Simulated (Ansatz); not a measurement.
A structure relaxed at r2SCAN-D4/def2-SVP in Ansatz, charge 1, doublet:

```xyz
6

Ta   -0.2598    0.4958    0.1377
Ta   -0.2534   -1.9145   -0.7245
O     1.5137    0.9155    0.5601
O    -0.6383   -0.3397   -1.6448
O    -1.0177   -1.2259    0.8301
O     0.6554    2.0689    0.8414
```

Question: Give its formula and point group.

Answer: Ta2O4⁺. Point group Cs (tolerance 0.1 Å).

Question: Summarise the bond lengths by kind (pairs closer than 1.2 times the sum of covalent radii, bridged metal pairs left out).

Answer: 6 × O–Ta 1.86 to 2.00 Å; 1 × O–O 1.46 Å.

In the def2 sets Ta takes a core potential; there is no spin–orbit coupling. The structure holds 1 bond(s) between oxygen atoms. Another isomer (doublet) lies 4.48 eV lower at PBE0-D4/def2-TZVP; other spin states weren't run for this one.
